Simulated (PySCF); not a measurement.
## In²⁺ (indium, charge +2) across methods

[Kr] 4d10 5p1, 2P determinant (an excited configuration). All numbers are calculated (PySCF 2.14, the spin-free X2C one-electron Hamiltonian (Gaussian nucleus), in x2c-TZVPPall with one added diffuse shell each of s, p, d, f type (9s7p5d3f, 76 functions)).

```tsv
method	E (hartree)	mean ε 4d α (eV)	mean ε 4d β (eV)	mean ε 5p α (eV)	Σ⟨r²⟩ (bohr²)	⟨S²⟩
wB97M-V	-5879.35	-43.029	-42.916	-20.088	35.13	0.751
TPSS	-5879.50	-37.995	-37.844	-17.482	34.98	0.751
UHF	-5877.16450	-46.810	-46.704	-19.691	35.53	0.752
r2SCAN	-5879.76	-38.503	-38.364	-17.683	34.87	0.752
PBE0	-5879.41	-40.499	-40.356	-18.239	35.00	0.751
wB97X	-5879.94	-42.903	-42.828	-19.945	34.98	0.751
M06-2X	-5880.25	-43.057	-42.979	-18.988	35.02	0.750
PBE	-5879.32	-38.007	-37.855	-17.559	34.99	0.751
LDA	-5873.88	-38.220	-38.070	-17.691	34.88	0.751
```
